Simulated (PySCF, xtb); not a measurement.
B(I)2(Me) (CH₃BI₂), SMILES B(I)(C)I.

The structure is a stationary point at B3LYP-D3(BJ)/def2-SVP. The def2 effective core potentials stand for the cores of I; spin–orbit coupling is left out.

The numbers are results of C-PCM-M06-2X/def2-SVP run with PySCF, not measurements.

The values are the electrostatic part of the solvation free energy, E(continuum) − E(gas) at the gas-phase geometry, in a cavity of scaled van der Waals radii (PySCF's table); cavitation and dispersion terms are not included. In vacuum the orbital gap is 7.28 eV. The dipole moment in vacuum is 1.51 D.

### Question
Estimate the values in water (ε = 78.36), cyclohexanone (ε = 15.62), chlorobenzene (ε = 5.70). (The exact figures need the calculation; the answer reports its results.)

### Answer

```csv
solvent,ε,ΔG(elec) (kcal/mol),dipole (D),gap (eV)
water,78.36,-1.8,2.04,7.45
cyclohexanone,15.62,-1.7,2.01,7.44
chlorobenzene,5.70,-1.5,1.93,7.42
```

For comparison, GFN2-xTB/ALPB(water) (xtb, at the GFN2-xTB geometry, all terms of that model) gives -3.2 kcal/mol.
